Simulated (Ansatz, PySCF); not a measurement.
Breaking the Be1–H2 bond and 1 like it together in BeH2 (SMILES [BeH2]) (multiplicity 1 held, fragments rigid). Energies count from the point at 1.330 Å.
Geometry at that point (charge 0, multiplicity 1):
```xyz
3

Be     0.00000     0.00000     0.00000
H      0.00000     0.00000    -1.33009
H      0.00000     0.00000     1.33009
```

U- levels take the lowest unrestricted solution at each point, which mixes spins at long bonds. Active spaces are followed from a long bond inwards. Full CI gives the lowest state of the spin. Levels need not reach the same state.

Cores are frozen in the correlated methods. Rows in 3-21G, 6-31G* carry no dispersion term and start afresh at each structure (6-31G* with six Cartesian d functions).

Codes used: Ansatz (an electronic-structure program) with Gaussian orbitals; PySCF for 3-21G rows, 6-31G* rows. 

Other levels give for the energy at R = 4.256 Å: U-PBE/cc-pVTZ 617.4; U-B3LYP/cc-pVTZ 649.0; U-wB97X-V/cc-pVTZ 637.5; FIC-MRCISD+Q on CASSCF(4,4)/cc-pVTZ 603.5; FCI/cc-pVTZ 604.6 kJ/mol.

Common cheap choices:

```
level           energy at R = 4.256 Å (kJ/mol)  less 604.6 (FCI/cc-pVTZ)
--------------  ------------------------------  ------------------------
R-HF/3-21G                              1201.0                     596.4
R-HF/6-31G*                             1203.3                     598.7
U-HF/6-31G*                              529.4                     -75.2
R-B3LYP/6-31G*                           910.2                     305.6
```

Doubts at one or more of the structures used: a restricted determinant that unrestricted orbitals would lower (R-HF/3-21G, R-HF/6-31G*, R-B3LYP/6-31G*); a spin-contaminated determinant (U-HF/6-31G*, U-PBE/cc-pVTZ, U-B3LYP/cc-pVTZ, U-wB97X-V/cc-pVTZ).
